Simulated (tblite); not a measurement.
Compound: C6H9Ge (doublet state).
Numbering: `[CH3:1][C:2]#[C:3][GeH2:4]/[C:5]=[CH:6]/[CH3:7]` (hydrogens: H8, H9, H10 on C1; H11, H12 on Ge4; H13 on C6; H14, H15, H16 on C7)
Bond orders are those of one Lewis drawing.

Computed with GFN2-xTB (tblite), gas phase: L-BFGS steps from a force-field or distance-geometry start until the largest atomic force falls under 0.01 eV/Å.

Step 26: E = -521.4524 eV
```
atom  x, y, z in Å  |  force x, y, z in eV/Å
C1      3.7388    0.2183    0.6161    0.017   0.002   0.038
C2      2.5531    0.2815   -0.2108   -0.024  -0.042   0.020
C3      1.5428    0.3071   -0.8691    0.056   0.017  -0.021
Ge4    -0.0662    0.3038   -1.8678   -0.045   0.098  -0.079
C5     -1.5413    0.4694   -0.6727   -0.037  -0.008   0.014
C6     -2.1827   -0.1455    0.2771   -0.006  -0.064   0.076
C7     -3.3221    0.3683    1.1155    0.007   0.052  -0.015
H8      4.5251    0.8672    0.2309   -0.042  -0.006  -0.069
H9      3.4870    0.5431    1.6253    0.017  -0.015   0.047
H10     4.1120   -0.8064    0.6553   -0.015   0.044  -0.010
H11    -0.0986   -0.9552   -2.7034   -0.028   0.051   0.028
H12    -0.0651    1.4899   -2.8000    0.004  -0.082   0.062
H13    -1.8832   -1.1578    0.5640    0.001  -0.046   0.054
H14    -3.8391    1.1909    0.6284    0.020  -0.017  -0.061
H15    -2.9386    0.7344    2.0687    0.049  -0.036  -0.001
H16    -4.0294   -0.4325    1.3311    0.025   0.052  -0.082
```

Step 27: E = -521.4543 eV
```
atom  x, y, z in Å  |  force x, y, z in eV/Å
C1      3.7397    0.2187    0.6160   -0.019   0.014   0.016
C2      2.5539    0.2810   -0.2128   -0.009  -0.034   0.035
C3      1.5427    0.3057   -0.8699    0.019   0.025  -0.053
Ge4    -0.0674    0.3045   -1.8739   -0.014   0.043   0.064
C5     -1.5411    0.4591   -0.6732   -0.048  -0.032   0.032
C6     -2.1821   -0.1518    0.2805    0.010  -0.035   0.050
C7     -3.3232    0.3703    1.1143    0.044   0.028  -0.029
H8      4.5263    0.8682    0.2321   -0.045  -0.012  -0.074
H9      3.4868    0.5443    1.6247    0.015  -0.022   0.044
H10     4.1118   -0.8061    0.6547   -0.005   0.037  -0.003
H11    -0.0936   -0.9544   -2.7072   -0.033   0.049   0.006
H12    -0.0734    1.4952   -2.7912    0.010  -0.035   0.006
H13    -1.8805   -1.1621    0.5745   -0.016  -0.021   0.053
H14    -3.8310    1.1973    0.6247    0.020  -0.028  -0.058
H15    -2.9399    0.7331    2.0690    0.042  -0.039  -0.005
H16    -4.0366   -0.4264    1.3263    0.030   0.063  -0.084
```

Step 28: E = -521.4561 eV
```
atom  x, y, z in Å  |  force x, y, z in eV/Å
C1      3.7402    0.2195    0.6161   -0.046   0.021  -0.004
C2      2.5545    0.2800   -0.2145   -0.007  -0.023   0.046
C3      1.5430    0.3050   -0.8713   -0.006   0.029  -0.071
Ge4    -0.0690    0.3053   -1.8774    0.012  -0.019   0.172
C5     -1.5422    0.4495   -0.6733   -0.042  -0.051   0.040
C6     -2.1814   -0.1577    0.2846    0.030  -0.010   0.014
C7     -3.3231    0.3728    1.1128    0.061   0.001  -0.033
H8      4.5270    0.8686    0.2319   -0.049  -0.011  -0.070
H9      3.4863    0.5447    1.6248    0.016  -0.021   0.034
H10     4.1113   -0.8050    0.6540    0.008   0.019   0.004
H11    -0.0890   -0.9523   -2.7113   -0.038   0.048  -0.007
H12    -0.0810    1.4985   -2.7822    0.013   0.020  -0.047
H13    -1.8787   -1.1662    0.5850   -0.026  -0.004   0.053
H14    -3.8233    1.2025    0.6200    0.026  -0.025  -0.051
H15    -2.9400    0.7310    2.0693    0.028  -0.033  -0.007
H16    -4.0423   -0.4196    1.3199    0.021   0.058  -0.073
```

Step 29: E = -521.4588 eV
```
atom  x, y, z in Å  |  force x, y, z in eV/Å
C1      3.7401    0.2210    0.6160   -0.066   0.020  -0.022
C2      2.5551    0.2784   -0.2169   -0.010  -0.002   0.058
C3      1.5442    0.3045   -0.8747   -0.027   0.033  -0.077
Ge4    -0.0710    0.3058   -1.8797    0.034  -0.085   0.256
C5     -1.5442    0.4327   -0.6731   -0.021  -0.063   0.040
C6     -2.1800   -0.1675    0.2917    0.051   0.016  -0.029
C7     -3.3221    0.3768    1.1099    0.065  -0.030  -0.029
H8      4.5273    0.8689    0.2306   -0.055  -0.002  -0.061
H9      3.4856    0.5450    1.6253    0.016  -0.015   0.016
H10     4.1107   -0.8026    0.6532    0.023  -0.011   0.011
H11    -0.0820   -0.9478   -2.7185   -0.045   0.049  -0.019
H12    -0.0928    1.5043   -2.7691    0.016   0.073  -0.096
H13    -1.8766   -1.1726    0.6032   -0.035   0.012   0.054
H14    -3.8106    1.2103    0.6121    0.042  -0.014  -0.039
H15    -2.9401    0.7271    2.0698    0.008  -0.018  -0.009
H16    -4.0513   -0.4077    1.3087    0.005   0.039  -0.054
```

Q: Estimate the geometry and energy of step 30. (The exact step hangs on the optimiser's Hessian estimate; all steps are aligned on step 29, rigid shifts and turns removed.)

A: E = -521.4630 eV, largest force 0.318 eV/Å
```
atom  x, y, z in Å  |  force x, y, z in eV/Å
C1      3.7386    0.2236    0.6156   -0.066   0.005  -0.036
C2      2.5546    0.2754   -0.2196   -0.016   0.030   0.072
C3      1.5467    0.3043   -0.8821   -0.039   0.038  -0.059
Ge4    -0.0735    0.3061   -1.8804    0.047  -0.134   0.285
C5     -1.5466    0.4023   -0.6726    0.017  -0.064   0.033
C6     -2.1771   -0.1844    0.3034    0.063   0.039  -0.067
C7     -3.3195    0.3827    1.1044    0.046  -0.065  -0.018
H8      4.5260    0.8694    0.2272   -0.062   0.015  -0.049
H9      3.4858    0.5452    1.6265    0.008  -0.002  -0.014
H10     4.1104   -0.7986    0.6523    0.038  -0.052   0.019
H11    -0.0716   -0.9392   -2.7302   -0.055   0.051  -0.034
H12    -0.1116    1.5162   -2.7497    0.020   0.096  -0.121
H13    -1.8738   -1.1832    0.6357   -0.045   0.033   0.050
H14    -3.7880    1.2231    0.5987    0.074  -0.001  -0.020
H15    -2.9409    0.7200    2.0702   -0.020   0.005  -0.014
H16    -4.0672   -0.3865    1.2892   -0.011   0.005  -0.027
```

The energy changes by -0.0043 eV. The first-order estimate −F·Δx gives -0.0058 eV and the mean of the old and new forces, exact on a quadratic surface, -0.0043 eV. The step makes an angle of 79° with the force vector and moves no atom by more than 0.034 Å.

What follows is the cost of the whole relaxation. On an Arm Neoverse N1 with one thread, shared host with 32 logical CPUs at a one-minute load of 20, this took 1.9 s of wall time.
